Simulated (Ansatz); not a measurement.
The same atomization along the group F, Cl, Br.

Computed with Ansatz on PBE0-D4/def2-TZVP structures; ΔE is electronic, products minus reactants. CCSD(T)/CBS adds triple-zeta CCSD(T) − MP2 to the extrapolated MP2 energy (def2 sets, frozen cores). This one scheme is used for every species, atoms too. Functionals use def2-TZVPP. No spin–orbit coupling; open shells (•) take unrestricted orbitals. Spin–orbit coupling would lower the free atoms: a little for Cl, F, O; clearly for Br; strongly for Sn. Elements past krypton have def2 core potentials. For Br, Sn outer-core shells are correlated without core-valence functions, so the limit isn't a true one: a few kJ/mol of doubt a bond, and 10 to 20 or more in all where bonds break to atoms. Scalar relativity is left out up to krypton. Each species was taken in one conformer, which may not be the lowest.

```
                                reaction  PBE-D4 (kJ/mol)  B97M-V (kJ/mol)  CCSD(T)/CBS(def2) (kJ/mol)
  `[OH][SnH2][F]` → F• + 3 H• + O• + Sn•             1790             1800                        1804
`[OH][SnH2][Cl]` → Cl• + 3 H• + O• + Sn•             1676             1704                        1694
`[OH][SnH2][Br]` → Br• + 3 H• + O• + Sn•             1633             1649                        1659
```

Largest T1 diagnostic: 0.014, for `[OH][SnH2][F]`.

For atomizations the MP2-based limit and the directly extrapolated one differ by several kJ/mol either way, and by 10 to 25 for some Ge, Se and Sn compounds, so smaller differences from it don't rank the levels.
